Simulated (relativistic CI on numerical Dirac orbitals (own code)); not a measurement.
# Transition arrays of Sn XIII

Calculated at this level of theory: Dirac-Coulomb-Breit CI, orbitals from a KLI potential per configuration, a model potential for QED, valence Slater integrals scaled by 0.9, whole transition arrays (own radial code, finite nucleus).

Configuration list (outside the closed core [Ar] 3d10 4s2): 4p6 4d2, 4p6 4d 4f, 4p5 4d3, 4p6 4d 5p, 4p6 4d 5f. Levels of other configurations are missing.

All E1 lines from the levels of 4p6 4d2; mean and standard deviation are weighted by gf, and upper levels are sorted by their leading configuration.

| Upper configuration | Lines | Σgf | Mean (eV) | Mean (nm) | σ (eV) | Strongest line (nm) |
| --- | --- | --- | --- | --- | --- | --- |
| 4p6 4d 4f | 18 | 91.9 | 93.84 | 13.212 | 1.10 | 13.181 |
| 4p5 4d3 | 522 | 196.0 | 94.30 | 13.147 | 4.02 | 12.916 |
| 4p6 4d 5p | 67 | 53.4 | 93.01 | 13.331 | 1.20 | 13.449 |
| 4p6 4d 5f | 81 | 0.4 | 149.64 | 8.286 | 1.28 | 8.246 |

Σgf per state of the lower configuration in bins of 0.05 nm over the central range (centre: value): 12.58: 0.09, 12.68: 0.05, 12.73: 0.07, 12.78: 0.12, 12.83: 0.06, 12.88: 0.12, 12.93: 0.64, 12.98: 0.70, 13.03: 0.43, 13.08: 0.45, 13.13: 0.87, 13.18: 1.25, 13.23: 0.59, 13.28: 0.86, 13.33: 0.30, 13.38: 0.15, 13.43: 0.27, 13.48: 0.13, 13.53: 0.03, 13.58: 0.08, 13.73: 0.05.

How do configuration mixing and the scaling of the Slater integrals move the arrays?

Slater scale 0.9, no configuration mixing: 4p6 4d 4f 83.5 ± 2.8 eV (Σgf 87.1), 4p5 4d3 89.7 ± 6.2 eV (Σgf 217.6), 4p6 4d 5p 92.5 ± 1.4 eV (Σgf 13.1), 4p6 4d 5f 149.2 ± 1.5 eV (Σgf 2.2); Slater scale 1: 4p6 4d 4f 95.5 ± 1.5 eV (Σgf 93.2), 4p5 4d3 96.3 ± 3.9 eV (Σgf 211.6), 4p6 4d 5p 94.2 ± 1.9 eV (Σgf 43.3), 4p6 4d 5f 149.8 ± 1.3 eV (Σgf 0.3); Slater scale 0.8: 4p6 4d 4f 92.1 ± 1.1 eV (Σgf 90.0), 4p5 4d3 92.1 ± 3.9 eV (Σgf 198.2), 4p6 4d 5p 92.3 ± 1.1 eV (Σgf 46.3), 4p6 4d 5f 149.5 ± 1.2 eV (Σgf 0.5). With mixing, levels are counted to their leading configuration, so an array can shrink or vanish into another, and the sums then hold other lines.
